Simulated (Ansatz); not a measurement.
Reactions of `[SiH3]C=CS`.

Gas-phase electronic energies from Ansatz, PBE0-D4/def2-TZVP geometries. CCSD(T)/CBS is the MP2 limit (def2-TZVPP, def2-QZVPP) plus CCSD(T) − MP2 in def2-TZVPP, frozen cores. This one scheme is used for every species. Double bonds are as drawn, so ΔE can hold a change between cis and trans. DFT in def2-TZVPP. B3LYP here is the variant with VWN-RPA as its local correlation; programs differ in this. def2 core potentials past Kr. For As, Ge, Te, Y outer-core shells are correlated without core-valence functions, which leaves a few kJ/mol of doubt a bond. Scalar relativity is left out up to krypton. One conformer a species, not always the lowest.

```csv
reaction,B3LYP-D4 (kcal/mol),CCSD(T)/CBS(def2) (kcal/mol)
`[SiH3]/C=C\S` + H₂Te → `[SiH3][TeH]` + `C=CS`,-12.7,-14.0
`[SiH3]/C=C\S` + `O[AsH2]` → `[SiH3]O[AsH2]` + `C=CS`,-21.6,-21.6
`[SiH3]/C=C\S` + `C[N](C)[Y]([OH])[OH]` → `C[N](C)[Y]([OH])[O][SiH3]` + `C=CS`,-26.5,-26.9
`[SiH3]/C=C\S` + `OCS` → `OC([SiH3])S` + `C=CS`,5.1,4.7
`[SiH3]/C=C\S` + `[SiH3]S` → `[SiH3]S/C=C/S` + SiH₄,9.2,9.9
`[SiH3]/C=C\S` + `[AsH3]` → `[SiH3][AsH2]` + `C=CS`,-6.2,-6.8
`[SiH3]/C=C\S` + `[SiH3][NH][GeH3]` → `[SiH3][N]([SiH3])[GeH3]` + `C=CS`,-13.2,-14.1
```

Largest T1 diagnostic: 0.014, for `C[N](C)[Y]([OH])[OH]`.
